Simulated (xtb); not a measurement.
xtb input for HfBr₄, SMILES [Br][Hf]([Br])([Br])[Br], multiplicity 1, GFN2-xTB. 

```
$ xtb mol.xyz --gfn 2 --sp --chrg 0 --uhf 0 --json
$ cat mol.xyz
5

Hf    -0.00000000    -0.00000000    -0.00000000
Br     1.43873619     1.43873620    -1.43873619
Br    -1.43873619     1.43873620     1.43873619
Br    -1.43873619    -1.43873620    -1.43873620
Br     1.43873620    -1.43873619     1.43873620
```

Program output:

```
[banner left out]
          |                Calculation Setup                |
           -------------------------------------------------



           -------------------------------------------------
          |                 G F N 2 - x T B                 |
           -------------------------------------------------

        Reference                      10.1021/acs.jctc.8b01176
      * Hamiltonian:
        H0-scaling (s, p, d)           1.850000    2.230000    2.230000
        zeta-weighting                 0.500000
      * Dispersion:
        s8                             2.700000
        a1                             0.520000
        a2                             5.000000
        s9                             5.000000
      * Repulsion:
        kExp                           1.500000    1.000000
        rExp                           1.000000
      * Coulomb:
        alpha                          2.000000
        third order                    shell-resolved
        anisotropic                    true
        a3                             3.000000
        a5                             4.000000
        cn-shift                       1.200000
        cn-exp                         4.000000
        max-rad                        5.000000


          ...................................................
          :                      SETUP                      :
          :.................................................:
          :  # basis functions                  50          :
          :  # atomic orbitals                  45          :
          :  # shells                           15          :
          :  # electrons                        32          :
          :  max. iterations                   250          :
          :  Hamiltonian                  GFN2-xTB          :
          :  restarted?                      false          :
          :  GBSA solvation                  false          :
          :  PC potential                    false          :
          :  electronic temp.          300.0000000     K    :
          :  accuracy                    1.0000000          :
          :  -> integral cutoff          0.2500000E+02      :
          :  -> integral neglect         0.1000000E-07      :
          :  -> SCF convergence          0.1000000E-05 Eh   :
          :  -> wf. convergence          0.1000000E-03 e    :
          :  Broyden damping             0.4000000          :
          :  net charge                          0          :
          :  unpaired electrons                  0          :
          ...................................................

 iter      E             dE          RMSdq      gap      omega  full diag
   1     -2.6412705 -0.264127E+01  0.456E+01    0.04       0.0  T
   2    -11.8079038 -0.916663E+01  0.308E+01   12.84       1.0  T
   3    -15.5235226 -0.371562E+01  0.206E+01    9.28       1.0  T
   4    -16.9806718 -0.145715E+01  0.162E+01    5.26       1.0  T
   5    -15.4750087  0.150566E+01  0.172E+01   10.34       1.0  T
   6    -18.0898898 -0.261488E+01  0.133E+00    2.51       1.0  T
   7    -17.8499089  0.239981E+00  0.413E+00    5.37       1.0  T
   8    -17.5839784  0.265931E+00  0.607E+00    6.34       1.0  T
   9    -17.6255338 -0.415554E-01  0.581E+00    6.18       1.0  T
  10    -17.8909004 -0.265367E+00  0.382E+00    5.14       1.0  T
  11    -18.0544519 -0.163551E+00  0.190E+00    4.15       1.0  T
  12    -18.0993175 -0.448656E-01  0.676E-01    3.47       1.0  T
  13    -18.1023536 -0.303617E-02  0.317E-01    3.29       1.0  T
  14    -18.1034212 -0.106753E-02  0.717E-02    3.15       1.0  T
  15    -18.1034711 -0.498785E-04  0.286E-02    3.13       1.6  T
  16    -18.1034823 -0.112358E-04  0.618E-03    3.12       7.2  T
  17    -18.1034828 -0.516961E-06  0.150E-03    3.11      29.8  T
  18    -18.1034828 -0.287307E-07  0.804E-04    3.11      55.6  T
  19    -18.1034828 -0.162716E-08  0.206E-04    3.11     216.9  T

   *** convergence criteria satisfied after 19 iterations ***

         #    Occupation            Energy/Eh            Energy/eV
      -------------------------------------------------------------
         1        2.0000           -0.9076912             -24.6995
       ...           ...                  ...                  ...
        10        2.0000           -0.4629385             -12.5972
        11        2.0000           -0.4629385             -12.5972
        12        2.0000           -0.4611693             -12.5491
        13        2.0000           -0.4611693             -12.5491
        14        2.0000           -0.4589732             -12.4893
        15        2.0000           -0.4589732             -12.4893
        16        2.0000           -0.4589732             -12.4893 (HOMO)
        17                         -0.3445895              -9.3768 (LUMO)
        18                         -0.3445895              -9.3768
        19                         -0.3368814              -9.1670
        20                         -0.3368814              -9.1670
        21                         -0.3368814              -9.1670
       ...                                ...                  ...
        45                          1.1659050              31.7259
      -------------------------------------------------------------
                  HL-Gap            0.1143837 Eh            3.1125 eV
             Fermi-level           -0.4017813 Eh          -10.9330 eV

 SCC (total)                   0 d,  0 h,  0 min,  0.024 sec
 SCC setup                      ...        0 min,  0.000 sec (  0.684%)
 Dispersion                     ...        0 min,  0.000 sec (  0.174%)
 classical contributions        ...        0 min,  0.000 sec (  0.110%)
 integral evaluation            ...        0 min,  0.004 sec ( 16.135%)
 iterations                     ...        0 min,  0.014 sec ( 56.731%)
 molecular gradient             ...        0 min,  0.006 sec ( 25.478%)
 printout                       ...        0 min,  0.000 sec (  0.589%)

         :::::::::::::::::::::::::::::::::::::::::::::::::::::
         ::                     SUMMARY                     ::
         :::::::::::::::::::::::::::::::::::::::::::::::::::::
         :: total energy             -18.079294233617 Eh    ::
         :: gradient norm              0.000038560395 Eh/a0 ::
         :: HOMO-LUMO gap              3.112538205474 eV    ::
         ::.................................................::
         :: SCC energy               -18.103475091496 Eh    ::
         :: -> isotropic ES           -0.026308462770 Eh    ::
         :: -> anisotropic ES          0.014957721695 Eh    ::
         :: -> anisotropic XC         -0.021794718606 Eh    ::
         :: -> dispersion             -0.006382124117 Eh    ::
         :: repulsion energy           0.024180857879 Eh    ::
         :: add. restraining           0.000000000000 Eh    ::
         :: total charge              -0.000000000000 e     ::
         :::::::::::::::::::::::::::::::::::::::::::::::::::::

           -------------------------------------------------
          |                Property Printout                |
           -------------------------------------------------

    * Orbital Energies and Occupations

         #    Occupation            Energy/Eh            Energy/eV
      -------------------------------------------------------------
         1        2.0000           -0.9076912             -24.6995
       ...           ...                  ...                  ...
         4        2.0000           -0.8926937             -24.2914
         5        2.0000           -0.6191854             -16.8489
         6        2.0000           -0.4946083             -13.4590
         7        2.0000           -0.4946083             -13.4590
         8        2.0000           -0.4946083             -13.4590
         9        2.0000           -0.4629385             -12.5972
        10        2.0000           -0.4629385             -12.5972
        11        2.0000           -0.4629385             -12.5972
        12        2.0000           -0.4611693             -12.5491
        13        2.0000           -0.4611693             -12.5491
        14        2.0000           -0.4589732             -12.4893
        15        2.0000           -0.4589732             -12.4893
        16        2.0000           -0.4589732             -12.4893 (HOMO)
        17                         -0.3445895              -9.3768 (LUMO)
        18                         -0.3445895              -9.3768
        19                         -0.3368814              -9.1670
        20                         -0.3368814              -9.1670
        21                         -0.3368814              -9.1670
        22                         -0.1352878              -3.6814
        23                          0.0062394               0.1698
        24                          0.0062394               0.1698
        25                          0.0062394               0.1698
        26                          0.0117508               0.3198
        27                          0.0117508               0.3198
       ...                                ...                  ...
        45                          1.1659050              31.7259
      -------------------------------------------------------------
                  HL-Gap            0.1143837 Eh            3.1125 eV
             Fermi-level           -0.4017813 Eh          -10.9330 eV

     #   Z          covCN         q      C6AA      α(0)
     1  72 Hf       3.016     1.155   130.290    24.572
     2  35 Br       0.754    -0.289   192.530    22.370
     3  35 Br       0.754    -0.289   192.530    22.370
     4  35 Br       0.754    -0.289   192.530    22.370
     5  35 Br       0.754    -0.289   192.530    22.370

 Mol. C6AA /au·bohr⁶  :       4430.887042
 Mol. C8AA /au·bohr⁸  :     359015.940454
 Mol. α(0) /au        :        114.051927


Wiberg/Mayer (AO) data.
largest (>0.10) Wiberg bond orders for each atom

 ---------------------------------------------------------------------------
     #   Z sym  total        # sym  WBO       # sym  WBO       # sym  WBO
 ---------------------------------------------------------------------------
     1  72 Hf   3.561 --     2 Br   0.890     3 Br   0.890     5 Br   0.890
                             4 Br   0.890
     2  35 Br   1.134 --     1 Hf   0.890
     3  35 Br   1.134 --     1 Hf   0.890
     4  35 Br   1.134 --     1 Hf   0.890
     5  35 Br   1.134 --     1 Hf   0.890
 ---------------------------------------------------------------------------

Topologies differ in total number of bonds
Writing topology from bond orders to xtbtopo.mol

molecular dipole:
                 x           y           z       tot (Debye)
 q only:       -0.000       0.000       0.000
   full:       -0.000      -0.000       0.000       0.000
molecular quadrupole (traceless):
                xx          xy          yy          xz          yz          zz
 q only:        0.000      -0.000      -0.000      -0.000      -0.000       0.000
  q+dip:        0.000       0.000      -0.000      -0.000      -0.000       0.000
   full:        0.000       0.000      -0.000      -0.000      -0.000       0.000


           -------------------------------------------------
          | TOTAL ENERGY              -18.079294233617 Eh   |
          | GRADIENT NORM               0.000038560395 Eh/α |
          | HOMO-LUMO GAP               3.112538205474 eV   |
           -------------------------------------------------

------------------------------------------------------------------------
------------------------------------------------------------------------
 total:
Note: The following floating-point exceptions are signalling: IEEE_DENORMAL
normal termination of xtb
 SCF:
```

Self-consistency was reached.
